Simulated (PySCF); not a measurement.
C4H16Al2N2, SMILES [CH3][Al-]1([CH3])[NH2+][Al-]([CH3])([CH3])[NH2+]1.

Geometry optimised at r2SCAN-D4/def2-SVP.

Computed with PBE/def2-SVP run with PySCF.

Gas-phase values at a fixed geometry.

```yaml
total_energy: -755.59975 hartree
point_group: D2h
highest_occupied_level: -5.94 eV
lowest_empty_level: -0.05 eV
orbital_gap: 5.89 eV
dipole_moment: 0.00 D
quadrupole, principal values (traceless, Buckingham form, about the centre of nuclear charge): -11.78, -4.92, 16.70 D·Å
mean_static_polarisability: 104.2 bohr³ (15.44 Å³)
polarisability_principal_values: 88.8, 108.5, 115.2 bohr³
```
